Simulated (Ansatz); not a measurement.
Input file for Ansatz (a program for electronic structure): R-revPBE/def2-TZVPP on CH4 (SMILES C).

Ansatz 0.2 input:
```yaml
crystal:
  periodic: [false, false, false]
  atoms:
    - {symbol: C, position_ang: [0.00000000, 0.00000000, -0.00000000]}
    - {symbol: H, position_ang: [0.62892441, 0.62892441, 0.62892441]}
    - {symbol: H, position_ang: [-0.62892441, -0.62892441, 0.62892441]}
    - {symbol: H, position_ang: [0.62892442, -0.62892442, -0.62892441]}
    - {symbol: H, position_ang: [-0.62892442, 0.62892442, -0.62892441]}
basis:
  gaussian:
    orbitals: def2-TZVPP
hamiltonian:
  xc: {name: revPBE}
scf: {lower_state_search: off}
```

The log:

```
WARN ansatz: RAYON_NUM_THREADS=4 ignored (pool sized by the plan → 4); use --threads N
Functional definition: revPBE
these checks for a lower state are left out or cut short: stability, starts, cluster_reference, orbital_swaps, neighbouring_geometries, increment
integrals: 0.01 GiB planned
416 factors; their error is unknown
mean field: 0.16 GiB planned
mean field evaluation 1: about -1095.5213 eV, gradient 5.6e1 eV
mean field evaluation 2: about -1088.1474 eV, gradient 7.1e1 eV
mean field evaluation 4: about -1102.5885 eV, gradient 2.0e-1 eV
mean field evaluation 8: about -1102.5759 eV, gradient 3.4e-1 eV
mean field evaluation 16: about -1102.5760 eV, gradient 8.0e-6 eV
mean field -1102.57602349 eV, -40.5189215102 hartree, gradient 8.0e-6 eV, S^2 0.000000; 0 other end points of the search recorded, 0 dependent functions left out
reference -1102.57605888 eV, -40.5189228109 hartree; 5, 5 occupied and 82, 82 virtual orbitals, 416 factors
Total energy: -1102.57605888 eV, -40.5189228109 hartree
Checks for a lower state left out: stability, starts, cluster_reference, orbital_swaps, neighbouring_geometries, increment
```

The run converged.

Cost: about 0.7 core-seconds (a rough figure).
